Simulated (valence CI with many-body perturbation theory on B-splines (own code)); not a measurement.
## Forbidden lines of Yb19+

Method: valence CI with perturbative core correlation (CI+MBPT): five valence electrons over a frozen Dirac-Fock core [Kr] 4d10, radial functions for each j: 7 s, 7 p, 7 d, 7 f, 4 g, 2 h, with the one-electron correlation potential Σ1 (screened to all orders), the two-electron term Σ2, the three-electron term Σ3, Breit, model QED; selected single and double excitations, second order for the rest, scaled by the run's own slope (own B-spline code, finite nucleus).

No measured spectrum was set against this ion. As an estimate, terms of the open shell hold to a few per cent of their energy, and close levels can change places. Among the levels kept, up to 1000 cm⁻¹ of a level comes from second order outside the variational space, and about a tenth of that is noise between levels of different J, which matters for small intervals. Only levels of the ground parity were solved; by the run's estimate the other parity begins above the list, which can be wrong where configurations are misplaced.

Lines 51 to 100 of 120 in falling wavelength, among levels below 235590 cm⁻¹, chosen from the decays that carry over 1 % of a level's rate. Wavelengths and rates use the calculated energies, so an error of 2000 cm⁻¹ moves a line at 582.3 nm by 12 % and its rate by three times that or more. Weak lines are less certain than strong ones. Lines between different terms over intervals too small for the method are left out, as are lines whose strength nearly cancels. Where a level lies close to another of its J and parity, the split of strength between their lines is uncertain.

Names give the largest LS component (configuration and term), which can be under half, so a name can repeat, a term be missing and a line seem to break the LS rules; names also repeat where a configuration has a term twice. Letters in brackets count levels of one name in rising energy.

```tsv
λ vac (nm)	Upper	Lower	Type	A (s⁻¹)	Branch %
582.3	4f5 6F°_11/2	4f5 6H°_11/2	M1	1.69e-01	3.0
569.8	4f5 4L°_15/2	4f5 4M°_15/2 [a]	M1	1.33e+01	13.2
559.6	4f5 6F°_5/2	4f5 6H°_5/2	M1	1.20e+01	94.8
555.8	4f5 4G°_7/2 [a]	4f5 6F°_9/2	M1	1.31e+01	5.4
549.5	4f5 4G°_5/2 [a]	4f5 6F°_5/2	M1	3.24e+01	11.0
538.9	4f5 4F°_5/2 [a]	4f5 4G°_5/2 [a]	M1	3.32e+01	15.2
522.9	4f5 4G°_5/2 [a]	4f5 6F°_3/2	M1	5.25e+01	17.9
500.2	4f5 6P°_3/2	4f5 4G°_5/2 [a]	M1	8.12e+00	14.8
496.7	4f5 4M°_15/2 [a]	4f5 6H°_13/2	M1	5.72e+00	23.2
477.4	4f5 4L°_13/2 [a]	4f5 6H°_15/2	M1	9.50e-01	1.1
469.7	4f5 4G°_9/2 [a]	4f5 6F°_11/2	M1	1.03e+01	7.9
436.6	4f5 4F°_3/2 [a]	4f5 6F°_5/2	M1	2.43e+00	1.5
431.2	4f5 4G°_7/2 [a]	4f5 6F°_7/2	M1	2.87e+01	11.8
419.6	4f5 4F°_3/2 [a]	4f5 6F°_3/2	M1	4.27e+01	25.8
417.4	4f5 4F°_3/2 [a]	4f5 6F°_1/2	M1	1.06e+02	64.2
408.2	4f5 4M°_17/2	4f5 6H°_15/2	M1	3.98e+00	16.4
397.3	4f5 4L°_13/2 [a]	4f5 6H°_13/2	M1	5.06e+01	58.0
393.6	4f5 4D°_7/2 [a]	4f5 4G°_5/2 [a]	M1	1.23e+01	6.0
375.1	4f5 4G°_9/2 [a]	4f5 6F°_9/2	M1	5.09e+00	3.9
366.9	4f5 4P°_5/2 [a]	4f5 6F°_7/2	M1	6.00e+01	33.5
365.9	4f5 4H°_11/2 [a]	4f5 6F°_11/2	M1	1.01e+01	15.6
363.5	4f5 4G°_7/2 [a]	4f5 6F°_5/2	M1	3.23e+00	1.3
349.8	4f5 4M°_15/2 [b]	4f5 6H°_15/2	M1	5.97e+01	45.9
334.1	4f5 4L°_13/2 [a]	4f5 6H°_11/2	M1	3.45e+01	39.5
333.1	4f5 4K°_11/2 [a]	4f5 6H°_11/2	M1	5.45e+01	41.9
324.1	4f5 4G°_5/2 [a]	4f5 6H°_7/2	M1	9.46e+01	32.2
316.7	4f5 4P°_5/2 [a]	4f5 6F°_5/2	M1	4.05e+01	22.6
313.9	4f5 4G°_9/2 [a]	4f5 6F°_7/2	M1	3.46e+00	2.7
308.3	4f5 4F°_5/2 [a]	4f5 6F°_7/2	M1	1.07e+01	4.9
307.7	4f5 4P°_5/2 [a]	4f5 6F°_3/2	M1	1.20e+01	6.7
305.9	4f5 4H°_11/2 [a]	4f5 6F°_9/2	M1	1.19e+01	18.3
304.8	4f5 4M°_15/2 [b]	4f5 6H°_13/2	M1	1.66e+01	12.8
298.9	4f5 4L°_15/2	4f5 6H°_15/2	M1	4.05e+01	40.3
293.4	4f5 4D°_7/2 [a]	4f5 6F°_9/2	M1	1.04e+02	50.6
290.5	4f5 4I°_9/2 [a]	4f5 6H°_9/2	M1	3.87e+01	28.6
286.7	4f5 4G°_7/2 [a]	4f5 6H°_9/2	M1	1.23e+02	50.5
284.9	4f5 4K°_11/2 [a]	4f5 6H°_9/2	M1	7.41e+01	57.0
277.2	4f5 4G°_5/2 [a]	4f5 6H°_5/2	M1	1.04e+02	35.3
272.1	4f5 4F°_5/2 [a]	4f5 6F°_5/2	M1	6.76e+00	3.1
270.2	4f5 4L°_13/2 [b]	4f5 6H°_13/2	M1	4.71e+01	31.6
267.3	4f5 4K°_13/2	4f5 6H°_15/2	M1	1.91e+00	2.7
266.4	4f5 4L°_17/2	4f5 6H°_15/2	M1	3.72e+00	14.1
265.4	4f5 4F°_5/2 [a]	4f5 6F°_3/2	M1	4.40e+00	2.0
265.4	4f5 4L°_15/2	4f5 6H°_13/2	M1	3.32e+01	33.1
261.9	4f5 6P°_3/2	4f5 6F°_5/2	M1	7.10e+00	12.9
260.0	4f5 4G°_9/2 [a]	4f5 6H°_11/2	M1	7.30e+01	56.2
259.9	4f5 2P°_1/2 [a]	4f5 6F°_3/2	M1	1.43e+02	73.8
259.1	4f5 2P°_1/2 [a]	4f5 6F°_1/2	M1	4.70e+01	24.2
255.7	4f5 6P°_3/2	4f5 6F°_3/2	M1	2.22e+01	40.4
254.8	4f5 6P°_3/2	4f5 6F°_1/2	M1	5.63e+00	10.2
```
